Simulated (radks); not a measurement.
The numbers below are computed, except where a source is named.
Species: Cr III. Configuration: [Ar] 3d4 (the NIST ground configuration).

Level of theory: Dirac Kohn-Sham, PBE, spin-unpolarised, spherical densities, point nucleus; open shells fill j = l - 1/2 first (a radial shooting solver on a logarithmic mesh with Libxc functionals).

Energy parts (eV):
part                      energy
total                 -28564.010
kinetic                28901.050
electron-nucleus      -67757.326
Hartree                11601.700
exchange-correlation   -1309.433

Orbitals (lengths in bohr, moments of r in powers of bohr; r(90%) holds 90 % of the orbital's charge):
| orbital | occ. | eigenvalue (eV) | r(90%) |
|---|---|---|---|
| 1s1/2 | 2 | -5901.064 | 0.113 |
| 2s1/2 | 2 | -688.3534 | 0.455 |
| 2p1/2 | 2 | -587.6703 | 0.424 |
| 2p3/2 | 4 | -579.0232 | 0.428 |
| 3s1/2 | 2 | -95.0833 | 1.34 |
| 3p1/2 | 2 | -67.0953 | 1.46 |
| 3p3/2 | 4 | -66.0632 | 1.48 |
| 3d3/2 | 4 | -22.8761 | 2.11 |
| 3d5/2 | 0 | -22.7815 | 2.11 |

The highest occupied level is 3d3/2 at -22.876 eV. Summed over all electrons, <r^2> = 16.79 bohr^2, which gives a Langevin (diamagnetic) susceptibility term of -13.3 x 10^-6 cm^3/mol. For comparison, the ionisation energy in NIST's Atomic Spectra Database is 30.96 eV (measured). In exact Kohn-Sham theory the highest level is minus the ionisation energy, but local and semilocal functionals leave it too shallow, through self-interaction and a potential that decays too fast; potentials with the right tail come closer.

Beside tabulated values, note that spin-unpolarised runs miss the spin-polarisation part of the exchange energy of open shells.
